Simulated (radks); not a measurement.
The numbers below are computed, except where a source is named.
Question: In XXIX, configuration [Ne] 3s2 3p4 3d3 4p2 (not the ground configuration). Code: a radial shooting solver on a logarithmic mesh with Libxc functionals. Model: scalar-relativistic Kohn-Sham, SCAN, spin-polarised, spherical densities, finite nucleus; open shells are filled with parallel spins first (spin-orbit coupling, left out, can overturn this in heavy ions); meta-GGA in the generalised Kohn-Sham scheme; Fermi nuclear charge, rms radius 4.6156 fm. Some entries of the table are withheld. Estimate them.

| orbital | occ. | eigenvalue (hartree) | <r> (bohr) |
|---|---|---|---|
| 1s up | 1 | -1071.855 | 0.02971 |
| 1s down | 1 | -1071.626 | 0.02971 |
| 2s up | 1 | -202.2624 | 0.1275 |
| 2s down | 1 | -201.6412 | 0.1272 |
| 2p up | 3 | (1) | (2) |
| 2p down | 3 | (3) | (4) |
| 3s up | 1 | -70.69533 | 0.3207 |
| 3s down | 1 | -69.55223 | 0.3227 |
| 3p up | 3 | -65.64708 | (5) |
| 3p down | 1 | -64.44156 | (6) |
| 3d up | 3 | -58.81703 | 0.2810 |
| 4p up | 2 | -32.56116 | 0.6351 |

Answer: 
(1) 2p up eigenvalue (hartree): -186.7532
(2) 2p up <r> (bohr): 0.1112
(3) 2p down eigenvalue (hartree): -186.1638
(4) 2p down <r> (bohr): 0.1110
(5) 3p up <r> (bohr): 0.3135
(6) 3p down <r> (bohr): 0.3154
